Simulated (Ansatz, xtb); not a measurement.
Spectroscopic constants of OH-, closed-shell singlet (the spin of the measured ground state).

Constants: fifth-degree fit in 1/R to seven points, most abundant isotopes. Runs in def2 and cc sets follow the lowest solution found near the PBE0 minimum. The singlet is held restricted. HF and MP2 rows in def2 and cc sets belong to the determinant that coupled cluster picked by its CCSD energy.

Frozen-core correlation. CBS: X⁻³ extrapolation of the correlation energy, Hartree–Fock from the larger set.

Run with Ansatz (a quantum-chemistry and plane-wave program) with Gaussian orbitals; xtb for the GFN methods. Each number belongs to the level named beside it.

```csv
level,r_e (Å),ω_e (cm⁻¹),ω_e x_e (cm⁻¹)
GFN1-xTB,0.975,3492,69
HF/aug-cc-pV5Z,0.942,4071,93
SVWN5/def2-TZVPP,0.976,3632,88
MP2/def2-QZVPP,0.962,3824,81
SCS-MP2/aug-cc-pVTZ,0.967,3774,77
CCSD(T)/def2-TZVPP,0.966,(withheld),100
"CCSD(T)/CBS(def2-TZVPP, def2-QZVPP)",0.963,3753,99
"CCSD(T)/CBS(aug-cc-pVQZ, aug-cc-pV5Z)",(withheld),(withheld),93
```

Task: Complete the blanks.

Result: 
- CCSD(T)/CBS(aug-cc-pVQZ, aug-cc-pV5Z), r_e (Å): 0.964
- CCSD(T)/CBS(aug-cc-pVQZ, aug-cc-pV5Z), ω_e (cm⁻¹): 3751
- CCSD(T)/def2-TZVPP, ω_e (cm⁻¹): 3696
